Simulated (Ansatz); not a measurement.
F2Lu (SMILES [F][Lu][F]), doublet, at a GFN2-xTB geometry (such geometries of metal compounds can be far from the true shape) (the multiplicity is a formal guess) (core potentials on Lu), with bond 3-1 at 1.5 times its length; Ansatz (a quantum-chemistry and plane-wave program) with PBE/def2-SVP.

Input for Ansatz:
Ansatz 0.2 input:
```yaml
crystal:
  periodic: [false, false, false]
  atoms:
    - {symbol: Lu, position_ang: [0.23264326, 0.13933070, 0.05018340]}
    - {symbol: F, position_ang: [-1.27765003, 0.41758337, -1.21429597]}
    - {symbol: F, position_ang: [-0.95279186, -2.34478706, 1.20251537]}
basis:
  gaussian:
    orbitals: def2-SVP
hamiltonian:
  xc: pbe
magnetization: {spin_polarized: true, initial_magnetization: 1}
scf: {lower_state_search: standard}
```

Output, abridged:

```
Functional definition: PBE
1034 factors; their error is unknown
mean field evaluation 1: about -39062.1473 eV, gradient 6.0e1 eV
mean field evaluation 2: about -38384.8282 eV, gradient 3.6e2 eV
mean field evaluation 4: about -38744.6317 eV, gradient 1.7e2 eV
mean field evaluation 8: about -39070.9208 eV, gradient 2.8e1 eV
mean field evaluation 16: about -39072.2445 eV, gradient 4.1e-5 eV
mean field evaluation 32: about -39070.5154 eV, gradient 1.1e-1 eV
mean field evaluation 64: about -39072.2445 eV, gradient 1.1e-5 eV
mean field evaluation 96: about -39070.3201 eV, gradient 1.6e1 eV
mean field evaluation 128: about -39070.4843 eV, gradient 1.0e0 eV
mean field -39072.24448832 eV, -1435.8785008271 hartree, gradient 2.8e-5 eV, S^2 0.754237; 12 other end points of the search recorded, 0 dependent functions left out
reference -39072.24454408 eV, -1435.8785028764 hartree; 31, 30 occupied and 78, 79 virtual orbitals, 1034 factors
Total energy: -39072.24454408 eV, -1435.8785028764 hartree
```
